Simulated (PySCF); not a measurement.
C10H7N3, SMILES N12C3C=CN=C2C=CC=C1C=CN=3. Heavy atoms are numbered as in [CH:1]1=[CH:2][C:3]2=[N:4][CH:5]=[CH:6][C:7]3=[N:8][CH:9]=[CH:10][C:11](=[CH:12]1)[N:13]23. Hydrogens are named by the atom that carries them.

The structure is a stationary point at B3LYP-D3(BJ)/def2-SVP.

All values below come from PBE0/pcSseg-1 run with PySCF.

GIAO shieldings, no solvent; atoms alike by connectivity are averaged. δ = σ(ref) − σ: ¹³C against TMS (σ = 186.3 ppm); ¹⁵N against NH3 (σ = 267.4 ppm); ¹H against TMS (σ = 31.56 ppm), references at their B3LYP-D3(BJ)/def2-TZVP geometries, non-relativistic.

```
nucleus     atoms  count  δ (ppm)
-------  --------  -----  -------
¹³C            C7      1    170.1
¹³C            C3      1    167.8
¹³C       C5 (CH)      1    167.6
¹³C       C9 (CH)      1    163.5
¹³C           C11      1    162.4
¹³C       C1 (CH)      1    150.3
¹³C       C2 (CH)      1    122.1
¹³C      C10 (CH)      1    113.9
¹³C       C6 (CH)      1    113.7
¹³C      C12 (CH)      1    108.7
¹⁵N            N4      1    270.6
¹⁵N            N8      1    261.4
¹⁵N           N13      1    244.0
¹H        H on C5      1     6.62
¹H        H on C1      1     6.24
¹H        H on C9      1     6.18
¹H        H on C2      1     5.28
¹H        H on C6      1     4.66
¹H       H on C12      1     4.53
¹H       H on C10      1     4.50
```
